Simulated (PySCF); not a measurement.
A species of formula FGeH7Si2 has this rotational fingerprint, computed with PBE0-D3(BJ)/def2-SVP geometry optimisation, gas phase (PySCF):

| Property | Result |
| --- | --- |
| Rotational constants | A = 8031, B = 819.4, C = 764.4 MHz |
| Dipole components | \|μa\| = 1.43 D, \|μb\| = 0.39 D, \|μc\| = 0.10 D |
| Inertial defect | -18.58 u·Å² |
| κ | -0.98 |

Question: Which candidate fits, each taken in the one conformer that was computed?
A. `F[Si@@H]([SiH3])[GeH3]`
B. `[F:1][GeH2:2][SiH2:3][SiH3:4]` with F1–Ge2–Si3–Si4 3°
C. `[F:1][SiH2:2][SiH2:3][GeH3:4]` with F1–Si2–Si3–Ge4 175°

Answer: C. It is F[SiH2][SiH2][GeH3], a near-prolate asymmetric top. The candidates at the same level (rigid rotor, commonest isotopes):

```tsv
SMILES	A (MHz)	B (MHz)	C (MHz)	μa (D)	μb (D)	μc (D)	Δ (u·Å²)	point group	rotor
F[SiH2][SiH2][GeH3]	8031	819.4	764.4	1.43	0.39	0.10	-18.58	near Cs	near-prolate asymmetric top
F[Si@@H]([SiH3])[GeH3]	3569	1242	990.2	0.15	1.15	0.59	-38.22	C1	asymmetric top
[F][GeH2][SiH2][SiH3]	4207	1409	1098	0.09	1.99	0.05	-18.61	near Cs	asymmetric top
```

`[F][GeH2][SiH2][SiH3]` has B 72 % too high; `F[Si@@H]([SiH3])[GeH3]` has A 56 % too low. No structure here is proved a minimum.
